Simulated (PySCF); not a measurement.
**CH10O3Si3**

The system: CH10O3Si3, a molecule; neutral, singlet. The structure, one conformer, was relaxed in the gas phase by PBE0-D3(BJ)/def2-SVP. No frequency run checks that it is a minimum.

SMILES: C[Si](O)(O[SiH3])O[SiH3]

```xyz
17

Si    0.305   -0.963   -0.295
C     0.413   -2.025    1.210
O     1.329    0.332   -0.197
Si    1.630    1.883    0.291
O    -1.228   -0.374   -0.491
Si   -2.292    0.888   -0.408
O     0.719   -1.881   -1.599
H     1.431   -2.425    1.330
H    -0.284   -2.872    1.135
H     0.159   -1.447    2.111
H     3.023    2.244   -0.095
H     0.676    2.826   -0.369
H     1.477    2.007    1.772
H    -1.946    1.787    0.737
H    -3.667    0.348   -0.208
H    -2.253    1.685   -1.670
H     0.719   -1.444   -2.455
```
(Å; atoms numbered from 1)

Shieldings: GIAO PBE0/pcSseg-1. Shifts are against computed references at the same level: C TMS (σ 184.4 ppm), H TMS (σ 31.27 ppm), Si TMS (σ 352.0 ppm). Core levels by delta-SCF with SCAN, pcX-2 on the ionised atom and pcseg-1 elsewhere, spin-free X2C (2p3/2 is the spin-free 2p value less a third of a first-order spin-orbit splitting); from the vacuum level, for chosen atoms.

Give the NMR and core-level values of the distinct atoms.


```
      atoms   bonded to  σ (ppm)  δ (ppm)  core level (eV)
        Si1   1 C + 3 O    396.6    -44.6     2p3/2 107.98
         C2  1 Si + 3 H    189.6     -5.2        1s 290.32
         O3        2 Si    282.2        -        1s 537.83
        Si4   1 O + 3 H    394.0    -42.0                -
         O5        2 Si    283.1        -        1s 537.82
        Si6   1 O + 3 H    393.9    -41.9                -
         O7  1 Si + 1 H    269.7        -        1s 538.54
  H8 H9 H10         1 C    31.18     0.08                -
H11 H12 H13        1 Si    26.19     5.08                -
H14 H15 H16        1 Si    26.20     5.07                -
        H17         1 O    29.46     1.80                -
```

Values are those of this one static structure, with the three H of a rotating XH3 group averaged; atoms that internal rotation interchanges would show their mean in an NMR spectrum.

Which of O3, O5, O7 holds its core electrons tightest, and by how much against the loosest?

O7 (bonded to 1 Si + 1 H), by 0.72 eV over O5 (bonded to 2 Si).

By CAM-B3LYP/def2-SVPD (TDDFT singlets, Tamm-Dancoff triplets, ionisation by delta-SCF), where does absorption start, and what does vertical ionisation take?

The lowest singlet lies at 7.47 eV (f 0.006), the strongest of the first 6 at 8.20 eV (f 0.017), the lowest triplet at 7.14 eV; vertical ionisation takes 10.78 eV.
